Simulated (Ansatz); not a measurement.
Compare A (`O[CH](Cl)[GeH3]`) with its isomer B (`[OH][GeH2][CH2]Cl`).

Isolated molecules relaxed with PBE0-D4/def2-TZVP in Ansatz; ΔE leaves out vibrations. CCSD(T)/CBS is the MP2 limit (def2-TZVPP, def2-QZVPP) plus CCSD(T) − MP2 in def2-TZVPP, frozen cores. Functionals use def2-TZVPP. B3LYP here is the variant with VWN-RPA as its local correlation; programs differ in this. For Ge outer-core shells are correlated without core-valence functions, which leaves a few kJ/mol of doubt a bond. Scalar relativity is left out up to krypton. One conformer a species, not always the lowest.

Task: Which is lower in electronic energy at CCSD(T)/CBS, and by how much? (Estimate.)

Result: Computed: B, by 26.3 kcal/mol.

Task: Give E(B) − E(A) in kcal/mol with BLYP-D4, MP2/def2-TZVPP, CCSD/def2-TZVPP, B3LYP, LDA (SPW92), r2SCAN-D4, CCSD(T)/def2-SVP. (Estimate.)

Result: Ansatz gave: BLYP-D4 -23.2, MP2/def2-TZVPP -27.9, CCSD/def2-TZVPP -26.6, B3LYP -24.4, LDA (SPW92) -20.1, r2SCAN-D4 -24.3, CCSD(T)/def2-SVP -21.9. None reverses the order clearly.

Task: Does the order hold for the free energy at 298.15 K (harmonic terms from PBE0-D4)? (An estimate is asked.)

Result: Ansatz gave: Yes: G(B) − G(A) = -25.4 kcal/mol, for one conformer each.

Largest T1 diagnostic: 0.011.

From BLYP to BHLYP (50 % exact exchange), in def2-TZVPP and without D4, E(B) − E(A) moves by −2.6 kcal/mol. At CCSD(T), def2-SVP lies +4.4 kcal/mol from the extrapolated value and def2-TZVPP +0.0 kcal/mol.
